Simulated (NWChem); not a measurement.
Program: NWChem. System: F3Ga, charge 0, spin multiplicity 1, at a geometry optimised with PBE/def2-SVP. The structure started from a generated list of species. Level: B3LYP/cc-pVQZ, VWN1-RPA local correlation.

The NWChem input:

```
start mol
memory heap 200 mb stack 900 mb global 1100 mb
geometry units angstroms nocenter noautoz
  Ga     0.000000     0.000000     0.000001
  F      0.000000     0.000000     1.746460
  F     -1.512480     0.000000    -0.873232
  F      1.512480     0.000000    -0.873232
  symmetry group C2v
end
basis spherical
  * library cc-pvqz
end
dft
  xc b3lyp
  semidirect memsize 60000000 filesize 0
  iterations 100
end
task dft energy
```

NWChem printed:

```
             Northwest Computational Chemistry Package (NWChem) 7.3.0
             --------------------------------------------------------

                                NWChem Input Module
                                -------------------

 Scaling coordinates for geometry "geometry" by  1.889725989
 (inverse scale =  0.529177249)

 Turning off AUTOSYM since
 SYMMETRY directive was detected!

                             Geometry "geometry" -> ""
                             -------------------------

 Output coordinates in angstroms (scale by  1.889725989 to convert to a.u.)

  No.       Tag          Charge          X              Y              Z
 ---- ---------------- ---------- -------------- -------------- --------------
    1 Ga                  31.0000     0.00000000     0.00000000     0.00000100
    2 F                    9.0000     0.00000000     0.00000000     1.74646000
    3 F                    9.0000    -1.51248000     0.00000000    -0.87323200
    4 F                    9.0000     1.51248000     0.00000000    -0.87323200

 Effective nuclear repulsion energy (a.u.)     296.1204119807

            Nuclear Dipole moment (a.u.)
            ----------------------------
        X                 Y               Z
 ---------------- ---------------- ----------------
     0.0000000000     0.0000000000    -0.0000094486

      Symmetry information
      --------------------

 Group name             C2v
 Group number             16
 Group order               4
 No. of unique centers     3

      Symmetry unique atoms

     1    2    3


 Summary of "ao basis" -> "" (spherical)
 ------------------------------------------------------------------------------
       Tag                 Description            Shells   Functions and Types
 ---------------- ------------------------------  ------  ---------------------
 *                          cc-pvqz                   on all atoms

                                 NWChem DFT Module
                                 -----------------

 Summary of "ao basis" -> "ao basis" (spherical)
 ------------------------------------------------------------------------------
       Tag                 Description            Shells   Functions and Types
 ---------------- ------------------------------  ------  ---------------------
 Ga                         cc-pvqz                 20       68   7s6p4d2f1g
 F                          cc-pvqz                 15       55   5s4p3d2f1g

 Summary of "ao basis" -> "ao basis" (spherical)
 ------------------------------------------------------------------------------
       Tag                 Description            Shells   Functions and Types
 ---------------- ------------------------------  ------  ---------------------
 Ga                         cc-pvqz                 20       68   7s6p4d2f1g
 F                          cc-pvqz                 15       55   5s4p3d2f1g

      Symmetry analysis of basis
      --------------------------

        a1         85
        a2         35
        b1         64
        b2         49

            General Information
            -------------------
          SCF calculation type: DFT
          Wavefunction type:  closed shell.
          No. of atoms     :     4
          No. of electrons :    58
           Alpha electrons :    29
            Beta electrons :    29
          Charge           :     0
          Spin multiplicity:     1
          Use of symmetry is: on ; symmetry adaption is: on
          Maximum number of iterations: 100
[...]
 d= 0,ls=0.0,diis     4  -2224.7413738960 -4.02D-03  5.11D-04  1.45D-02    42.0
 d= 0,ls=0.0,diis     5  -2224.7419697575 -5.96D-04  7.32D-05  6.44D-04    42.8
  Resetting Diis
 d= 0,ls=0.0,diis     6  -2224.7420086167 -3.89D-05  4.41D-06  8.26D-06    43.7
 d= 0,ls=0.0,diis     7  -2224.7420092213 -6.05D-07  1.97D-06  3.14D-07    44.5

         Total DFT energy =    -2224.742009221320
      One electron energy =    -3692.488869381567
           Coulomb energy =     1278.258098470564
    Exchange-Corr. energy =     -106.631650291059
 Nuclear repulsion energy =      296.120411980742

 Numeric. integr. density =       57.999996805855

     Total iterative time =     32.3s

                  Occupations of the irreducible representations
                  ----------------------------------------------

                     irrep           alpha         beta
                     --------     --------     --------
                     a1               14.0         14.0
                     a2                2.0          2.0
                     b1                8.0          8.0
                     b2                5.0          5.0

                       DFT Final Molecular Orbital Analysis
                       ------------------------------------

 Vector   27  Occ=2.000000D+00  E=-4.253484D-01  Symmetry=b1
              MO Center=  1.6D-11, -8.4D-15,  4.9D-01, r^2= 3.2D+00
   Bfn.  Coefficient  Atom+Function         Bfn.  Coefficient  Atom+Function
  ----- ------------  ---------------      ----- ------------  ---------------
    80      0.295200  2 F  px                77      0.244850  2 F  px
   135      0.194946  3 F  px               190      0.194946  4 F  px
    83      0.193179  2 F  px                29      0.171076  1 Ga d  1
   132      0.162724  3 F  px               187      0.162724  4 F  px
    74      0.143439  2 F  px               138      0.122443  3 F  px

 Vector   28  Occ=2.000000D+00  E=-4.253021D-01  Symmetry=a1
              MO Center= -1.6D-11,  3.7D-14, -4.6D-01, r^2= 3.3D+00
   Bfn.  Coefficient  Atom+Function         Bfn.  Coefficient  Atom+Function
  ----- ------------  ---------------      ----- ------------  ---------------
   137      0.260079  3 F  pz               192      0.260079  4 F  pz
   134      0.216033  3 F  pz               189      0.216033  4 F  pz
   140      0.168451  3 F  pz               195      0.168451  4 F  pz
    82      0.164742  2 F  pz                28      0.148074  1 Ga d  0
    79      0.138048  2 F  pz               131      0.126386  3 F  pz

 Vector   29  Occ=2.000000D+00  E=-4.217069D-01  Symmetry=b1
              MO Center=  1.7D-13,  2.0D-16, -3.2D-02, r^2= 3.5D+00
   Bfn.  Coefficient  Atom+Function         Bfn.  Coefficient  Atom+Function
  ----- ------------  ---------------      ----- ------------  ---------------
    80      0.235280  2 F  px               137      0.208585  3 F  pz
   192     -0.208585  4 F  pz                77      0.197662  2 F  px
   134      0.175167  3 F  pz               189     -0.175167  4 F  pz
    83      0.160796  2 F  px               140      0.142462  3 F  pz
   195     -0.142462  4 F  pz               135     -0.122777  3 F  px

 Vector   30  Occ=0.000000D+00  E=-1.126720D-01  Symmetry=a1
              MO Center=  8.3D-15, -5.8D-15,  4.3D-05, r^2= 3.4D+00
   Bfn.  Coefficient  Atom+Function         Bfn.  Coefficient  Atom+Function
  ----- ------------  ---------------      ----- ------------  ---------------
     7      0.688952  1 Ga s                  5      0.397508  1 Ga s
     4      0.339180  1 Ga s                  6      0.204852  1 Ga s
    82      0.138824  2 F  pz               135     -0.120237  3 F  px
   190      0.120237  4 F  px                30      0.119635  1 Ga d  2
    79      0.117928  2 F  pz                73     -0.116749  2 F  s

 Vector   31  Occ=0.000000D+00  E=-5.282735D-02  Symmetry=b2
              MO Center= -2.0D-14,  9.2D-15,  4.0D-05, r^2= 3.9D+00
   Bfn.  Coefficient  Atom+Function         Bfn.  Coefficient  Atom+Function
  ----- ------------  ---------------      ----- ------------  ---------------
    21      0.522607  1 Ga py                15      0.360471  1 Ga py
    18      0.351667  1 Ga py                24      0.350890  1 Ga py
    12      0.157701  1 Ga py                84     -0.118732  2 F  py
   139     -0.118754  3 F  py               194     -0.118754  4 F  py
    81     -0.103204  2 F  py               136     -0.103220  3 F  py

 Vector   32  Occ=0.000000D+00  E= 2.795262D-02  Symmetry=b1
              MO Center= -7.5D-10, -9.2D-16,  2.0D-01, r^2= 1.0D+01
   Bfn.  Coefficient  Atom+Function         Bfn.  Coefficient  Atom+Function
  ----- ------------  ---------------      ----- ------------  ---------------
    23      1.214204  1 Ga px                20     -0.351633  1 Ga px
    14      0.291357  1 Ga px                11      0.230137  1 Ga px
    39     -0.194302  1 Ga d  1             127      0.133228  3 F  s
   182     -0.133228  4 F  s                138     -0.128560  3 F  px
   193     -0.128560  4 F  px                80     -0.085458  2 F  px

 center of mass
 --------------
 x =   0.00000000 y =   0.00000000 z =  -0.00000011

 moments of inertia (a.u.)
 ------------------
         310.401568718301           0.000000000000           0.000000000000
           0.000000000000         620.803186118321           0.000000000000
           0.000000000000           0.000000000000         310.401617400019

     Multipole analysis of the density
     ---------------------------------

     L   x y z        total         alpha         beta         nuclear
     -   - - -        -----         -----         ----         -------
     0   0 0 0     -0.000000    -29.000000    -29.000000     58.000000

     1   1 0 0      0.000000      0.000000      0.000000      0.000000
     1   0 1 0     -0.000000     -0.000000     -0.000000      0.000000
     1   0 0 1     -0.000578     -0.000284     -0.000284     -0.000009

     2   2 0 0    -26.448453    -86.746591    -86.746591    147.044728
     2   1 1 0     -0.000000     -0.000000     -0.000000      0.000000
     2   1 0 1     -0.000000     -0.000000     -0.000000      0.000000
     2   0 2 0    -19.220294     -9.610147     -9.610147      0.000000
     2   0 1 1     -0.000000     -0.000000     -0.000000      0.000000
     2   0 0 2    -26.451100    -86.747902    -86.747902    147.044705

 Task  times  cpu:       44.6s     wall:       44.6s

 Total times  cpu:       44.6s     wall:       44.6s
```
